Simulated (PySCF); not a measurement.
Geometries of 2 isomers of C2H7BrGe, from PBE0-D3(BJ)/def2-SVP geometry optimisation, gas phase (PySCF 2.14.0). One conformer each, no zero-point energy, no frequencies.

Problem. Which is lower in electronic energy at this level?
A.
```xyz
11
angstrom
Ge    -0.245   -0.450    0.468
H     -0.339   -0.625    1.996
C      1.593   -0.508   -0.159
H      2.059   -1.458    0.136
H      2.174    0.323    0.268
H      1.612   -0.432   -1.255
C     -1.221    1.114   -0.146
H     -2.267    1.063    0.188
H     -1.202    1.154   -1.244
H     -0.763    2.031    0.255
Br    -1.301   -2.298   -0.475
```
B.
```xyz
11
angstrom
C     -1.160    0.865   -0.618
C     -0.256   -0.352   -0.757
Ge     1.618    0.014   -0.360
Br     2.345    1.595   -1.896
H     -1.183    1.237    0.418
H     -2.196    0.628   -0.906
H     -0.818    1.692   -1.259
H     -0.569   -1.166   -0.081
H     -0.289   -0.761   -1.780
H      1.818    0.643    1.031
H      2.522   -1.216   -0.544
```

Solution. A. That is `[H][Ge]([CH3])([CH3])[Br]` (GeHMe2Br), 8.9 kcal/mol below the other.

| SMILES | atoms numbered as above | E (Eh) | relative (kcal/mol) | relative (kJ/mol) | dipole (D) |
| --- | --- | --- | --- | --- | --- |
| [H][Ge]([CH3])([CH3])[Br] | – | -4730.36111 | 0.0 | 0.0 | 2.70 |
| C[CH2][GeH2][Br] | [CH3:1][CH2:2][GeH2:3][Br:4] | -4730.34690 | 8.9 | 37.3 | 2.48 |
